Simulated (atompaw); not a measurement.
**Building the PAW (atompaw) potential for Si (Z = 14) (PBE, scalar-relativistic).**

silicon, PAW, made with atompaw 4.2.0.5 (PBE, scalar-relativistic). Core [Ne], reference 3s2 3p2. Waves: 3s (bound): rc 1.75 bohr; 3s channel at 2.6 Ry: rc 1.75 bohr; 3p (bound): rc 1.65 bohr; 3p channel at 4.45 Ry: rc 1.65 bohr; 3d channel at 0.1 Ry: rc 1.75 bohr; 3d channel at 1.4 Ry: rc 1.75 bohr. Local part: bessel scheme, radius 1.40 bohr. Core correction: smooth core density matched at 1.05 bohr. Augmentation charge: besselshape compensation charge, radius 1.40 bohr; PAW radius 1.75 bohr; waves and projectors: custom polynom gramschmidtortho.

What the tests gave:

| Property | Result |
| --- | --- |
| Cutoffs needed | 15 Ry and 25 Ry (the cutoffs (Ry, on a coarse ladder) from which the occupation-weighted sum of valence levels, in a spherical-Bessel basis at the reference potential, stays within 10 and 1 mRy of its value at 400 Ry) |
| Ghost test | no extra level below or beside the all-electron valence levels (s, p, d, f tested) (spherical-Bessel basis up to 400 Ry, 20 bohr box) |
| Lowest eigenvalue of the overlap operator | 0.23 (s channel) |
| Overlap eigenvalues printed by atompaw (projector basis) | 0.00245, 0.0067, 1.24, 3.03, 10.8, 14.2 |
| Share of each valence orbital outside the PAW sphere | 3s 66 %, 3p 81 % |

Generation and tests took about 2.1 s on one core of a shared server CPU.
